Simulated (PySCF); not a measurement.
BH, SMILES [BH] (connectivity only; charge and spin as stated), neutral, multiplicity 1.

Geometry: r2SCAN-D4/def2-TZVPD.

Method: PySCF with TDDFT-M06-2X/def2-TZVPD.

Vertical excitations; the highest root listed may be one member of a degenerate set.  State labels are in the subgroup C2v.

```
state  symmetry  energy (eV)  λ (nm)      f                    main pairs
-----  --------  -----------  ------  -----  ----------------------------
S1           B2         2.28     543  0.017  HOMO→LUMO+1 (degenerate set)
S2           B1         2.28     543  0.017    HOMO→LUMO (degenerate set)
S3           A1         5.88     211  0.088              HOMO→LUMO+2 96 %
S4           A1         8.32     149  0.001              HOMO→LUMO+3 90 %
S5           B2         8.56     145  0.015  HOMO→LUMO+5 (degenerate set)
S6           B1         8.56     145  0.015  HOMO→LUMO+4 (degenerate set)
S7           A1         8.65     143  0.381              HOMO→LUMO+6 93 %
S8           A1         8.67     143  0.000  HOMO→LUMO+7 (degenerate set)
S9           A2         8.67     143  0.000  HOMO→LUMO+8 (degenerate set)
S10          B2         9.08     137  0.142             HOMO→LUMO+10 96 %
T1           B1         0.92    1350      0    HOMO→LUMO (degenerate set)
T2           B2         0.92    1350      0  HOMO→LUMO+1 (degenerate set)
T3           A1         5.81     213      0              HOMO→LUMO+2 97 %
T4           B1         7.36     169      0              HOMO−1→LUMO 86 %
```
Triplets are in the Tamm–Dancoff approximation, which puts them higher than full response would, so one can lie above its singlet here.
